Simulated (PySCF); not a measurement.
Method: B3LYP-D3(BJ)/def2-TZVP // PBE0-D4/def2-TZVP (PySCF). Isolated molecules, 0 K electronic values unless said otherwise. One relaxed conformer stands for a flexible species; it need not be the lowest. B3LYP has the VWN-RPA correlation part, as in Gaussian. 

Reference species (SMILES): `O=[C][SiH2]O` (O–C–Si–O torsion 145°, C–Si–O–H torsion 45°) (neutral, multiplicity 2).

- highest occupied spin orbital = -5.15 eV

Changed species: `CS[SiH2]` (radical fragment; the reference has radical fragment).

Give the shifts of the highest occupied spin orbital.

the highest occupied spin orbital falls by 0.36 eV, to -5.51 eV.
